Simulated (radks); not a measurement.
Species: Si2+. Configuration: [Ne] 3s2.

Method: scalar-relativistic Kohn-Sham, Slater X-alpha with alpha = 0.696, spin-polarised, spherical densities, point nucleus; computed with a radial shooting solver on a logarithmic mesh with Libxc functionals.

Energy parts (eV):
| part | energy |
|---|---|
| total | -7830.665 |
| kinetic | 7861.683 |
| electron-nucleus | -18502.555 |
| Hartree | 3325.279 |
| exchange | -515.072 |

Orbitals (lengths in bohr, moments of r in powers of bohr; <r^-3> diverges for s and p1/2; r(90%) holds 90 % of the orbital's charge):
| orbital | occ. | eigenvalue (eV) | r(90%) | <r^-3> | <1/r> |
|---|---|---|---|---|---|
| 1s | 2 | -1802.520 | 0.199 | - | 13.60 |
| 2s | 2 | -159.4093 | 0.897 | - | 2.577 |
| 2p | 6 | -116.2941 | 0.902 | 48.71 | 2.468 |
| 3s | 2 | -27.7272 | 2.92 | - | 0.7003 |

The highest occupied level is 3s at -27.727 eV. Summed over all electrons, <r^2> = 11.73 bohr^2, which gives a Langevin (diamagnetic) susceptibility term of -9.29 x 10^-6 cm^3/mol.
